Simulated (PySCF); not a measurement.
Series B-XY, Y = methyl, computed as singlets and as triplets. All species are isolated molecules in the gas phase. One relaxed conformer stands for each flexible species; it need not be the lowest. Strings in code marks are SMILES.

Quantity: adiabatic spin-state energy, in eV. Levels without diffuse functions put anions too high.

Case: `C[B-]F`: multiplicity 3 minus multiplicity 1. The other species in the difference include `C[B-]F` (charge -1, multiplicity 1). Geometry of `F[B-]C` (charge -1, multiplicity 3, Å):

```xyz
6

C     -0.4789     0.0522    -0.0229
B      1.0415     0.5224    -0.1198
F      2.0875    -0.3769     0.1434
H     -0.7296    -0.7733    -0.7198
H     -0.7702    -0.3060     0.9850
H     -1.1502     0.8817    -0.2659
```

### Question
Predict the adiabatic spin-state energy from B3LYP/3-21G // B3LYP-D3(BJ)/def2-TZVPD (PySCF).

### Answer
0.79 eV.
